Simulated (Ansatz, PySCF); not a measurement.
Torsion H3–Si1–Si2–H4 in H4Si2 (SMILES [SiH][SiH3]); at each angle all else is relaxed with GFN2-xTB, and the levels are single points there.
Geometry at 80° (charge 0, multiplicity 1):
```xyz
6

Si     1.528    -0.897    -0.116
Si    -0.548     0.040     0.078
H      2.434     0.296    -0.062
H     -0.948     0.568    -1.240
H     -0.951     1.106     1.010
H     -1.491    -1.056     0.367
```

On the grid 0° to 120°, 0° is the highest and 80° the lowest point at CCSD(T)/CBS(cc-pV(T+d)Z, cc-pV(Q+d)Z).

Cores are frozen in the correlated methods. CBS(a, b) extrapolates the correlation energy as X⁻³ and adds the Hartree–Fock energy of set b.

Codes used: Ansatz (a program for electronic structure) with Gaussian orbitals; PySCF for the dispersion terms. 

PBE/def2-TZVPP gives -0.5 kJ/mol for the energy at 0° less that at 80°.

### Question
Predict the shift from PBE, with its sign, for: PBE-D3(BJ)/def2-TZVPP, r2SCAN/def2-TZVPP, B3LYP/def2-TZVPP, wB97M-V/def2-TZVPP, MP2/CBS(cc-pV(T+d)Z, cc-pV(Q+d)Z), CCSD(T)/CBS(cc-pV(T+d)Z, cc-pV(Q+d)Z).

### Answer
PBE-D3(BJ)/def2-TZVPP 0.0; r2SCAN/def2-TZVPP 0.1; B3LYP/def2-TZVPP 0.7; wB97M-V/def2-TZVPP 1.1; MP2/CBS(cc-pV(T+d)Z, cc-pV(Q+d)Z) 1.2; CCSD(T)/CBS(cc-pV(T+d)Z, cc-pV(Q+d)Z) 1.7 kJ/mol. 6 of 6 lie above PBE; the widest gap is to CCSD(T)/CBS(cc-pV(T+d)Z, cc-pV(Q+d)Z).
